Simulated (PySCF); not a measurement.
C2H9AlN, doublet, at a GFN2-xTB geometry (such geometries of metal compounds can be far from the true shape) (the spin is typed, not shown lowest); PySCF with B3LYP/6-311G**.

Input for PySCF:
```python
from pyscf import gto, scf, dft

mol = gto.Mole()
mol.atom = '''
    Al    0.45612501    0.14400214    0.58553422
    C     1.18040402    1.02448517   -1.10446545
    H     2.00314753    0.45334385   -1.55194589
    H     1.59408064    2.01416057   -0.88401319
    H     0.44282261    1.18205973   -1.90181117
    C    -1.48074391    0.53159024    1.08975994
    H    -1.92499362   -0.27422218    1.68696724
    H    -2.15887810    0.70017555    0.24339754
    H    -1.55151213    1.43153730    1.70965678
    N    -0.21172714   -1.59855754   -0.61587026
    H    -0.84351527   -1.16649869   -1.28504584
    H    -0.73313935   -2.29622058   -0.09560394
    H     0.52649194   -2.06291305   -1.13422149
'''
mol.basis = '6-311g**'
mol.spin = 1
mol.verbose = 5
mol.build()

mf = dft.UKS(mol)
mf.xc = 'b3lyp'
mf.kernel()
```

What the program printed (banner, timings and long lists left out):

```
PySCF version 2.14.0

[INPUT] verbose = 5
[INPUT] max_memory = 4000
[INPUT] num. atoms = 13
[INPUT] num. electrons = 41
[INPUT] charge = 0
[INPUT] spin (= nelec alpha-beta = 2S) = 1
[INPUT] symmetry False subgroup None
[INPUT] Mole.unit = angstrom
[INPUT] Symbol           X                Y                Z      unit          X                Y                Z       unit  Magmom
[...]
[INPUT] ---------------- BASIS SET ----------------
[INPUT] l, kappa, [nprim/nctr], expnt,             c_1 c_2 ...
[INPUT] N
[...]
                                949.044           0.0149613
                                218.776           0.0735006
                                63.6916           0.248937
                                18.8282           0.60246
                                2.72023           0.256202
[...]
                                7.02614           0.921666
                                2.11205           -0.00256919
[...]
                                7.02614           0.237403
                                2.11205           0.817592
[...]
[INPUT] H
[...]
                                5.09479           0.190373
                                1.15879           0.852161
[...]
[INPUT] Al
[...]
                                8211.7665         0.006527
                                1866.1761         0.033666
                                531.12934         0.132902
                                175.11797         0.401266
                                64.0055           0.531338
[...]
                                25.292507         0.62479
                                10.53491          0.227439
[...]
                                61.07687          0.070974
                                19.303237         0.295636
                                7.010882          0.728219
[...]
                                1.036596          0.417413
[...]
[INPUT] C
[...]
                                682.024           0.0152306
                                154.973           0.0761269
                                44.4553           0.260801
                                13.029            0.616462
                                1.82773           0.221006
[...]
                                4.80331           0.919999
                                1.45933           -0.00303068
[...]
                                4.80331           0.237594
                                1.45933           0.815854
[...]
nuclear repulsion = 157.374836462113
number of shells = 72
number of NR pGTOs = 210
number of NR cGTOs = 134
basis = 6-311g**
ecp = {}

******** <class 'pyscf.dft.uks.UKS'> ********
method = UKS
initial guess = minao
damping factor = 0
level_shift factor = 0
DIIS = <class 'pyscf.scf.diis.CDIIS'>
diis_start_cycle = 1
diis_space = 8
diis_damp = 0
SCF conv_tol = 1e-09
SCF conv_tol_grad = None
SCF max_cycles = 50
direct_scf = True
direct_scf_tol = 1e-13
number electrons alpha = 21  beta = 20
XC library pyscf.dft.libxc version 7.1.2
    S. Lehtola, C. Steigemann, M. J. T. Oliveira, and M. A. L. Marques,  SoftwareX 7, 1–5 (2018)
XC functionals = b3lyp
    P. J. Stephens, F. J. Devlin, C. F. Chabalowski, and M. J. Frisch,  J. Phys. Chem. 98, 11623 (1994)
radial grids:
    Treutler-Ahlrichs [JCP 102, 346 (1995); DOI:10.1063/1.469408] (M4) radial grids

becke partition: Becke, JCP 88, 2547 (1988); DOI:10.1063/1.454033
pruning grids: <function nwchem_prune>
grids dens level: 3
symmetrized grids: False
atomic radii adjust function: <function treutler_atomic_radii_adjust>
small_rho_cutoff = 0
Set gradient conv threshold to 3.16228e-05
atom Al rad-grids = 80, ang-grids = [ 50  50  50  50  50  50  50  50  50  50  50  50  50  50  50  50  50  50
  50  50  50  50  50  86  86  86  86  86  86  86  86  86  86  86  86  86
 350 350 350 350 350 350 350 350 350 434 434 434 434 434 434 434 434 434
 434 434 434 434 434 434 434 434 434 350 350 350 350 350 350 350 350 350
 350 350 350 350 350 350 350 350]
[...]
  5.92468879e-01  6.01514610e-01  6.03123326e-01  6.19696008e-01
  6.33569173e-01  6.49109389e-01  6.57003875e-01  6.67045278e-01
  6.89431014e-01  7.01071813e-01  7.08086849e-01  7.22114247e-01
  7.24625994e-01  8.00713273e-01  8.56235325e-01  8.79782919e-01
  9.22000684e-01  1.07649973e+00  1.08920931e+00  1.11084052e+00
  1.13914541e+00  1.14693762e+00  1.18812286e+00  1.22977082e+00
  1.45600214e+00  1.49571241e+00  1.49691630e+00  1.52920335e+00
  1.58639436e+00  1.58660771e+00  1.59715457e+00  1.60260623e+00
  1.64847817e+00  1.65545376e+00  1.68294220e+00  1.70235234e+00
  1.72378628e+00  1.73834642e+00  1.75667092e+00  1.76222969e+00
  1.83085324e+00  1.83198251e+00  2.05469117e+00  2.09920787e+00
  2.14473696e+00  2.19702165e+00  2.20290266e+00  2.20526444e+00
  2.21441215e+00  2.33073707e+00  2.35450386e+00  2.36891933e+00
  2.38198756e+00  2.44133076e+00  2.45313875e+00  2.45820373e+00
  2.48194975e+00  2.48533888e+00  2.52729638e+00  2.55666354e+00
  2.56181962e+00  2.57214116e+00  2.63264614e+00  2.70007101e+00
  2.73416865e+00  2.78897381e+00  2.81775285e+00  2.99413581e+00
  3.02531056e+00  3.09056145e+00  3.24916894e+00  3.75945499e+00
  3.76074056e+00  3.76875911e+00  3.77743767e+00  4.05363526e+00
  4.40640945e+00  4.65484320e+00  4.66517979e+00  8.01925592e+00
  8.03388571e+00  8.17166665e+00  2.39322925e+01  2.39419692e+01
  3.55361596e+01  1.20305244e+02]
  beta  mo_energy =
[-5.59714107e+01 -1.43621680e+01 -1.01137068e+01 -1.01137046e+01
 -4.07866574e+00 -2.63524825e+00 -2.62952028e+00 -2.62928813e+00
 -9.24180479e-01 -6.51311482e-01 -6.44615550e-01 -5.33634877e-01
 -5.32344719e-01 -4.03214461e-01 -3.68640499e-01 -3.63713502e-01
 -3.60935786e-01 -3.60358782e-01 -2.91158368e-01 -2.41792994e-01
 -5.01952316e-02 -2.59056769e-03  3.55910433e-02  3.79181348e-02
  6.86047755e-02  8.57788582e-02  9.87138398e-02  1.08694952e-01
  1.19061396e-01  1.36461392e-01  1.44909794e-01  1.47081972e-01
  1.52704420e-01  1.95852568e-01  2.07473313e-01  2.25342941e-01
  2.32098991e-01  2.44344588e-01  2.85488092e-01  3.61406824e-01
  3.90168039e-01  4.01941760e-01  4.04862002e-01  4.05396761e-01
  4.52444451e-01  4.89465785e-01  5.65310772e-01  5.81975139e-01
  5.99072693e-01  6.03698072e-01  6.06442526e-01  6.27157352e-01
  6.39701073e-01  6.51715544e-01  6.60203682e-01  6.77328243e-01
  6.93198359e-01  7.11256408e-01  7.20841632e-01  7.27416914e-01
  7.30105039e-01  8.09147376e-01  8.71508353e-01  8.83296224e-01
  9.24888298e-01  1.07960285e+00  1.09166102e+00  1.11337093e+00
  1.14155509e+00  1.14944317e+00  1.19261643e+00  1.23357310e+00
  1.45632169e+00  1.49624187e+00  1.49742308e+00  1.53100742e+00
  1.58812699e+00  1.58889493e+00  1.59892420e+00  1.60516687e+00
  1.65118155e+00  1.65637960e+00  1.68411048e+00  1.70523606e+00
  1.72530072e+00  1.74069789e+00  1.75787872e+00  1.76435718e+00
  1.83191854e+00  1.83243120e+00  2.05635955e+00  2.10106798e+00
  2.14515421e+00  2.19919758e+00  2.20506029e+00  2.20744425e+00
  2.21697660e+00  2.33252099e+00  2.35631927e+00  2.36948141e+00
  2.38241237e+00  2.44298710e+00  2.45417308e+00  2.45920729e+00
  2.48253725e+00  2.48645493e+00  2.52900219e+00  2.55799253e+00
  2.56277382e+00  2.57298280e+00  2.63300132e+00  2.70039251e+00
  2.73519380e+00  2.79048271e+00  2.81880967e+00  2.99521477e+00
  3.02609379e+00  3.09489315e+00  3.25360122e+00  3.76154985e+00
  3.76197880e+00  3.76997943e+00  3.77953355e+00  4.05440571e+00
  4.41359211e+00  4.65544180e+00  4.66540354e+00  8.02276259e+00
  8.04240555e+00  8.17362088e+00  2.39339518e+01  2.39436349e+01
  3.55365601e+01  1.20308170e+02]
multiplicity <S^2> = 0.75100783  2S+1 = 2.0010076
nelec by numeric integration = [20.99999582 19.99999661]
E1 = -832.8348814441263  E2 = 296.5821624495022  Ecoul = 336.4181176358298  Exc = -39.83595518632759
Extra cycle  E= -378.877882532511  delta_E= -2.34e-11  |g|= 4.48e-06  |ddm|= 1.29e-05
converged SCF energy = -378.877882532511  <S^2> = 0.75100783  2S+1 = 2.0010076
```
